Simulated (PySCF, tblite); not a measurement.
C7H6FO2P.
Bonds: C1–O2, O2–C3, C3–O4 (double), C3–C5, C5–C6 (aromatic), C6–C7 (aromatic), C7–C8 (aromatic), C8–C9 (aromatic), C9–F10, C9–P11 (aromatic), C5–P11 (aromatic). Hydrogens: H12, H13, H14 on C1; H15 on C6; H16 on C7; H17 on C8.

Computed geometry: GFN2-xTB, gas phase.

Task: Give the optimised bond lengths and angles.

Result: 
| bond | length (Å) |
| --- | --- |
| C1–O2 | 1.417 |
| O2–C3 | 1.344 |
| C3=O4 | 1.204 |
| C3–C5 | 1.475 |
| C5–C6 | 1.387 |
| C6–C7 | 1.382 |
| C7–C8 | 1.388 |
| C8–C9 | 1.377 |
| C9–F10 | 1.355 |
| C9–P11 | 1.747 |
| C5–P11 | 1.745 |
| C1–H12, C1–H13, C1–H14 | 1.090 |
| C6–H15 | 1.082 |
| C7–H16 | 1.079 |
| C8–H17 | 1.081 |

Bonds in one row agree within 0.01 Å and their mean is given. A selection of angles:
| angle | degrees |
| --- | --- |
| C1–O2–C3 | 116.7 |
| O2–C3–O4 | 124.0 |
| O2–C3–C5 | 109.4 |
| O4–C3–C5 | 126.5 |
| C3–C5–C6 | 119.0 |
| C3–C5–P11 | 114.0 |
| C6–C5–P11 | 127.0 |
| C5–C6–C7 | 123.4 |
| C6–C7–C8 | 122.1 |
| C7–C8–C9 | 122.2 |
| C8–C9–F10 | 116.7 |
| C8–C9–P11 | 128.4 |
| F10–C9–P11 | 114.9 |
| C5–P11–C9 | 96.8 |

Torsions: C1–O2–C3–O4 0° (synperiplanar); O2–C3–C5–C6 180° (antiperiplanar).

The 11 heavy atoms lie in one plane (0.001 Å rms). The 6-membered ring C5–C6–C7–C8–C9–P11 has internal angles of 96.8° to 128.4°; it is planar, 0.00 Å rms from its mean plane, widest ring torsion 0°. Of the pairs four or more bonds apart, O4···H15 is among the closest relative to their van der Waals radii: 2.53 Å, 93 % of the sum of Bondi's values. P11 (phosphorus bonded to 2 C) is bent (angle 96.8°). The C–C distances run from 1.377 Å (C8–C9, aromatic) to 1.475 Å (C3–C5, drawn single), a spread of 0.098 Å. The C–O distances run from 1.204 Å (C3=O4, drawn double) to 1.417 Å (C1–O2, drawn single), a spread of 0.213 Å.

Point group: Cs (tolerance 0.08 Å). Its GFN2-xTB frequencies are all real (lowest 44 cm⁻¹). One conformer, not necessarily the lowest.
